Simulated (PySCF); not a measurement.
## Solvent effects on NMR parameters

Bonds (- single, = double, # triple, : aromatic): O1=C2 1.217 Å, C2-C3 1.464 Å, C3=C4 1.352 Å, C4-S5 1.719 Å, S5-C6 1.722 Å, C6=C7 1.351 Å, C7-F8 1.322 Å, C7-C2 1.477 Å. C3 carries H9; C4 carries H10; C6 carries H11.

GIAO PBE0/pcSseg-1 in PySCF 2.14.0 with density-fitted response routines on one PBE0-D3(BJ)/def2-SVP conformer, non-relativistic, equivalent nuclei averaged. Solvents enter as an IEF-PCM continuum (cyclohexane with ε = 2.0, benzene with ε = 2.3) around the gas-phase geometry. Shifts are referred to TMS, CS2, CFCl3 computed in the same medium.

Gas phase, δ in ppm: C2 171.5, C7 165.2, C3 141.2, C4 141.1, C6 120.2, S5 108.6, F8 -106.1, H10 7.24, H9 7.04, H11 6.82. Dipole moment 4.68 D.

(1) How does each δ change in the continuum?

(2) Which nuclei move most (in ppm), and what does the model miss?

## Answers

(1) 
| atoms | environment | Δδ, cyclohexane | Δδ, benzene |
| --- | --- | --- | --- |
| C2 | ring carbonyl carbon | +1.4 | +1.6 |
| C7 | unsaturated ring carbon | -0.1 | -0.1 |
| C3 | unsaturated ring CH | +0.1 | +0.1 |
| C4 | unsaturated ring CH | +3.0 | +3.4 |
| C6 | unsaturated ring CH | +3.3 | +3.8 |
| S5 | ring sulfur | +8.9 | +10.3 |
| F8 | fluorine on an unsaturated ring | -4.9 | -5.5 |
| H10 | hydrogen on a unsaturated ring CH | +0.28 | +0.32 |
| H9 | hydrogen on a unsaturated ring CH | +0.11 | +0.12 |
| H11 | hydrogen on a unsaturated ring CH | +0.31 | +0.35 |

Changes are relative to the gas phase. The dipole moment becomes 5.40 D in cyclohexane, 5.51 D in benzene.

(2) S5 (ring sulfur, +10.3 ppm) in benzene. A continuum only polarises the solute; specific hydrogen bonds, the anisotropy of aromatic solvents and changes of geometry or conformer are outside it.
